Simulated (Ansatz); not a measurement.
C$_{6}$H$_{14}$FGa, SMILES `C[CH](C)[Ga]([F])[CH](C)C`. Charge 0, multiplicity 1. Correlated methods include outer-core shells of Ga, which these sets cover unevenly. Scalar relativity is left out up to krypton.

```xyz
22

C     0.6774   -0.2100    2.8910
C     0.7654    0.6042    1.6041
C    -0.3058    1.6873    1.5381
Ga    0.7788   -0.5793    0.0172
F     1.6149   -2.1164    0.3534
C     0.1220   -0.5335   -1.8490
C    -0.7300   -1.7686   -2.1329
C    -0.6025    0.7544   -2.2194
H    -0.2932   -0.7069    2.9848
H     1.4453   -0.9843    2.9388
H     0.7909    0.4375    3.7684
H     1.7499    1.0920    1.5777
H    -0.2166    2.3106    0.6448
H    -0.2437    2.3501    2.4091
H    -1.3131    1.2589    1.5377
H     1.0357   -0.6098   -2.4528
H    -1.0097   -1.8113   -3.1921
H    -1.6630   -1.7558   -1.5600
H    -0.2034   -2.6936   -1.8884
H    -1.5112    0.8924   -1.6255
H    -0.9083    0.7412   -3.2723
H     0.0203    1.6409   -2.0726
```

**Question.** Give the diagnostics of a CCSD(T)/def2-TZVPP run (frozen core, Ansatz). (An estimate is asked.)

**Answer.** Ansatz gave: T1 = 0.0114, largest single amplitude 0.025, largest double 0.014, (T) share of the correlation energy 3.7 %, 9 CCSD cycles. The RHF solution is stable towards an unrestricted one. T1 lies under the customary mark of 0.02 for closed shells.
